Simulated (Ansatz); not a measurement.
Isolated molecules relaxed with PBE0-D4/def2-TZVP in Ansatz; ΔE leaves out vibrations. CCSD(T)/CBS is the MP2 limit (def2-TZVPP, def2-QZVPP) plus CCSD(T) − MP2 in def2-TZVPP, frozen cores. This one scheme is used for every species. DFT in def2-TZVPP. Each species was taken in one conformer, which may not be the lowest.

Reaction (formal hydrolysis of the Si–O bond): `F[SiH]([SiH3])OC=S` + H₂O → `O[SiH](F)[SiH3]` + `OC=S`

`F[SiH]([SiH3])OC=S`:

Z-matrix (Å, degrees):
```
Si
Si 1 2.347
O 1 1.670 2 112.0
F 1 1.596 2 108.7 3 119.0
H 1 1.477 2 115.8 3 -118.9
H 2 1.486 1 108.8 3 57.3
H 2 1.486 1 110.4 3 -63.0
H 2 1.485 1 108.6 3 176.8
C 3 1.333 1 126.5 2 41.2
S 9 1.604 3 124.4 1 178.5
H 9 1.096 3 114.0 1 -1.6
```

H₂O:

Cartesian coordinates in Å:
```
O 0.341 -0.120 -0.145
H -0.397 0.261 -0.626
H 0.056 -0.141 0.771
```

`O[SiH](F)[SiH3]`:

Z-matrix (Å, degrees):
```
Si
F 1 1.603
Si 1 2.339 2 109.3
O 1 1.636 2 110.2 3 117.2
H 1 1.488 2 105.0 3 -123.8
H 3 1.487 1 109.5 2 -177.0
H 3 1.486 1 110.3 2 62.6
H 3 1.487 1 109.6 2 -57.8
H 4 0.959 1 118.9 2 71.5
```

`OC=S`:

Z-matrix (Å, degrees):
```
C
O 1 1.332
S 1 1.605 2 123.8
H 1 1.094 2 113.9 3 180.0
H 2 0.965 1 110.0 3 -180.0
```

```json
{"level": "ωB97X-V", "ΔE (kcal/mol)": "-4.3"}
{"level": "r2SCAN0", "ΔE (kcal/mol)": "-4.8"}
```

**Question.** What does CCSD(T)/CBS give? (An estimate is asked.)

**Answer.** Computed: -2.6 kcal/mol. The listed levels differ from it by -1.7, -2.2 kcal/mol.

Largest T1 diagnostic among the species: 0.018.

Leaving LDA and LC-ωPBE aside and taking each functional with its dispersion term where it has one, the values, not all of them listed here, spread over 1.5 kcal/mol, from B97M-V to BLYP-D4. At CCSD(T), def2-SVP lies −1.3 kcal/mol from the extrapolated value and def2-TZVPP −0.4 kcal/mol.
